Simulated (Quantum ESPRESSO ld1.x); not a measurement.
Values are calculated unless marked as measured or tabulated.
Au, configuration [Xe] 4f14 5d10 5f1 (not the ground configuration).

Code: ld1.x of Quantum ESPRESSO 7.5. Model: non-relativistic Kohn-Sham, LDA (Slater exchange, VWN5 correlation), spin-unpolarised, spherical densities, point nucleus; relativity is left out, which matters for an element this heavy.

Energy parts (hartree):
| part | energy |
|---|---|
| total | -17860.5449 |
| kinetic | 17854.4809 |
| electron-nucleus | -42534.5480 |
| Hartree | 7152.8313 |
| exchange-correlation | -333.3091 |

Orbitals (lengths in bohr, moments of r in powers of bohr; r(max) is where P^2 peaks):
orbital	occ.	eigenvalue (hartree)	<r^4>	r(max)	<r>
1s	2	-2683.73	6.079e-07	0.01273	0.01917
2s	2	-448.113	0.00009784	0.06918	0.08076
2p	6	-430.950	0.00006122	0.05362	0.06823
3s	2	-105.049	0.003331	0.1891	0.2039
3p	6	-96.9318	0.002943	0.1778	0.1942
3d	10	-81.7364	0.001959	0.1396	0.1696
4s	2	-22.3035	0.07428	0.4217	0.4492
4p	6	-18.8038	0.08009	0.4208	0.4532
4d	10	-12.3569	0.09515	0.4132	0.4612
4f	14	-3.71202	0.1648	0.3695	0.4869
5s	2	-3.34110	2.053	0.9346	1.027
5p	6	-2.23036	3.070	0.9915	1.119
5d	10	-0.52991	15.55	1.203	1.549
5f	1	-0.01621	152900	16.37	17.57

The highest occupied level is 5f at -0.441 eV. Summed over all electrons, <r^2> = 384.1 bohr^2, which gives a Langevin (diamagnetic) susceptibility term of -304 x 10^-6 cm^3/mol. The density falls to 0.001 e/bohr^3 at r = 3.73 bohr.

Run on one thread of a shared host, so times are rough (Intel(R) Xeon(R) Processor @ 2.60GHz): 0.62 s of CPU time, 0.64 s wall, 31 iterations on 1667 mesh points.
